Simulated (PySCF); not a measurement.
**ORD: SMILES C#CC1([C@H]2C[C@@H]2[S-])CC1, [C₈H₉S]-, charge -1**

Molfile (atoms numbered from 1):
```
C8H9S
     RDKit          3D

 18 19  0  0  0  0  0  0  0  0999 V2000
    2.4464   -1.5048    1.3358 C   0  0  0  0  0  0  0  0  0  0  0  0
    1.6418   -0.7716    0.8305 C   0  0  0  0  0  0  0  0  0  0  0  0
    0.6534    0.0678    0.2234 C   0  0  0  0  0  0  0  0  0  0  0  0
   -0.5422   -0.7016   -0.2643 C   0  0  1  0  0  0  0  0  0  0  0  0
   -1.7618   -0.8545    0.6075 C   0  0  0  0  0  0  0  0  0  0  0  0
   -1.8452   -0.0527   -0.6657 C   0  0  2  0  0  0  0  0  0  0  0  0
   -2.7432   -0.6176   -2.0752 S   0  0  0  0  0  0  0  0  0  0  0  0
    1.1552    1.2596   -0.5611 C   0  0  0  0  0  0  0  0  0  0  0  0
    0.5227    1.4637    0.7788 C   0  0  0  0  0  0  0  0  0  0  0  0
    3.1450   -2.1542    1.7732 H   0  0  0  0  0  0  0  0  0  0  0  0
   -0.2649   -1.5795   -0.8412 H   0  0  0  0  0  0  0  0  0  0  0  0
   -2.2441   -1.8219    0.6343 H   0  0  0  0  0  0  0  0  0  0  0  0
   -1.7706   -0.3320    1.5585 H   0  0  0  0  0  0  0  0  0  0  0  0
   -1.9085    1.0286   -0.5373 H   0  0  0  0  0  0  0  0  0  0  0  0
    0.5864    1.5338   -1.4365 H   0  0  0  0  0  0  0  0  0  0  0  0
    2.2233    1.4028   -0.6552 H   0  0  0  0  0  0  0  0  0  0  0  0
    1.1601    1.7375    1.6097 H   0  0  0  0  0  0  0  0  0  0  0  0
   -0.4627    1.9030    0.8200 H   0  0  0  0  0  0  0  0  0  0  0  0
  1  2  3  0
  2  3  1  0
  3  4  1  0
  4  5  1  0
  5  6  1  0
  6  7  1  0
  3  8  1  0
  8  9  1  0
  9  3  1  0
  6  4  1  0
  1 10  1  0
  4 11  1  6
  5 12  1  0
  5 13  1  0
  6 14  1  1
  8 15  1  0
  8 16  1  0
  9 17  1  0
  9 18  1  0
M  CHG  1   7  -1
M  END
```

Computed with TDDFT wB97X-D/def2-SVPD circular dichroism and optical rotation, one conformer, gas phase (PySCF). Geometry: GFN2-xTB.

The molecule is flexible and this is one conformer; a measurement averages over conformers. For a gas-phase anion, states above the detachment energy (about 1.9 eV, taken as minus the energy of the highest occupied orbital) lie in the continuum and depend on the basis.

Stereocentres: C4 R, C6 S.

Question: What is the specific rotation at 633, 589.3, 546, 436, 405, 365, 355 nm?

Answer: [α] in deg dm⁻¹ (g/mL)⁻¹:
| λ (nm) | origin-invariant length gauge | modified velocity gauge | length gauge (centre of mass) | isotropic polarisability (au) |
| --- | --- | --- | --- | --- |
| 633 | +8.2 | +39.2 | +4.1 | 137.6 |
| 589.3 | +2.5 | +39.3 | -2.5 | 138.7 |
| 546 | -8.8 | +35.7 | -15.0 | 140.2 |
| 436 | -131.6 | -50.5 | -145.2 | 147.3 |
| 405 | -256.1 | -155.8 | -274.8 | 151.1 |
| 365 | -691.9 | -557.4 | -723.4 | 159.1 |
| 355 | -930.1 | -787.2 | -966.9 | 162.2 |

Where the gauges differ in sign the basis doesn't settle the rotation.

The first excitation lies at 4.13 eV (300 nm) with R = -10.8 × 10⁻⁴⁰ esu² cm² (velocity form).
